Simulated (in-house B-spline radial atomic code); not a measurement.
Configurations of Pb8+, with energies counted from [Xe] 4f14 (5d3/2)4 (5d5/2)2. All numbers are computed (Dirac-Hartree-Fock, average of each configuration as written; Fermi nucleus of rms radius 5.5012 fm) with a radial B-spline atomic code at the basis-set limit, not measured. Energies include first-order Breit, QED and recoil terms.

Occupations are held fixed; configurations that lie above the ionisation limit could autoionise.

```csv
configuration,E - E(ref) (eV),highest orbital,its <r> (bohr)
[Xe] 4f14 (5d3/2)2 (5d5/2)3 (5f5/2)1,69.043,5f5/2,1.696
[Xe] 4f14 (5d3/2)4 (5d5/2)1 7s1,76.611,7s1/2,3.04
[Xe] 4f14 (5d3/2)4 (5d5/2)1 (9g9/2)1,124.22,9g9/2,12.03
[Kr] 4d10 4f14 5s2 (5p1/2)2 (5p3/2)3 (5d3/2)1 (5d5/2)5 (7f5/2)1,188.79,7f5/2,5.043
[Xe] (4f5/2)6 (4f7/2)7 (5d3/2)4 (5d5/2)2 (5f5/2)1,190.1,5f5/2,1.624
[Kr] (4d3/2)3 (4d5/2)6 4f14 5s2 5p6 (5d5/2)6 (9g7/2)1,570.63,9g7/2,12
```

(1) Order these further configurations by energy, lowest first.
A. [Kr] 4d10 4f14 5s2 (5p1/2)2 (5p3/2)3 (5d3/2)3 (5d5/2)4
B. [Xe] 4f14 (5d3/2)3 (5d5/2)3
C. [Xe] 4f14 (5d5/2)6
D. [Kr] 4d10 4f14 5s2 (5p1/2)1 (5p3/2)4 (5d3/2)3 (5d5/2)3 (6p3/2)1
E. [Xe] (4f5/2)5 (4f7/2)8 (5d3/2)3 (5d5/2)3 8s1

(2) How far above the reference does [Kr] 4d10 4f14 5s2 (5p1/2)1 (5p3/2)4 (5d3/2)4 (5d5/2)2 (7g9/2)1 lie?

(3) How far above the reference does [Kr] (4d3/2)4 (4d5/2)5 4f14 5s2 5p6 (5d5/2)6 (6d3/2)1 lie?

Answers

(1) B (3.5962 eV), C (12.132 eV), A (74.15 eV), D (148.57 eV), E (238.19 eV).

(2) 213.29 eV; its least bound orbital is 7g9/2 with <r> = 6.763 bohr.

(3) 493.9 eV; its least bound orbital is 6d3/2 with <r> = 2.395 bohr.
